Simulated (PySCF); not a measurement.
Compound: C₄H₁₁NSi.
Cartesian coordinates in Å at the PBE0-D3(BJ)/def2-SVP level; atoms count from 1:
```xyz
17
C4H11NSi angstrom
C      2.126    0.881    1.064
C      1.981    0.507   -0.403
C      0.844   -0.481   -0.667
C     -0.503    0.099   -0.365
N     -1.326   -0.424    0.443
Si    -2.903    0.235    0.819
H      1.210    1.352    1.455
H      2.955    1.587    1.218
H      2.321   -0.008    1.683
H      1.819    1.417   -1.008
H      2.922    0.068   -0.772
H      0.964   -1.401   -0.074
H      0.853   -0.767   -1.735
H     -0.723    1.047   -0.914
H     -3.941   -0.783    0.480
H     -3.190    1.505    0.067
H     -2.966    0.507    2.285
```

The closed-shell ground state was solved at several levels (PySCF, density fitting, gas phase, non-relativistic).

```
              level  basis functions  HOMO (eV)  LUMO (eV)  gap (eV)  dipole (D)
CAM-B3LYP/def2-SVPD              212      -8.43       0.49      8.92        1.94
       PBE/pcSseg-1              164      -5.62      -1.68      3.94        1.79
```

(1) Estimate the row for PBE0/pcSseg-1, a basis of 164 functions; the other rows only guide the guess.

(2) Over all these levels, which gives the widest orbital gap and which the narrowest?

(3) How far do the dipole and the HOMO energy spread over the levels?

Answers

(1) HOMO -7.02 eV, LUMO -0.59 eV, gap 6.43 eV, dipole 1.88 D.

(2) CAM-B3LYP/def2-SVPD (range-separated hybrid) has the widest, 8.92 eV, and PBE/pcSseg-1 (GGA) the narrowest, 3.94 eV. Functional and basis both differ between the two, so the spread mixes both effects.

(3) The dipole runs from 1.79 to 1.94 D (mean 1.87 D) and the HOMO from -8.43 to -5.62 eV.

One conformer stands for the species.
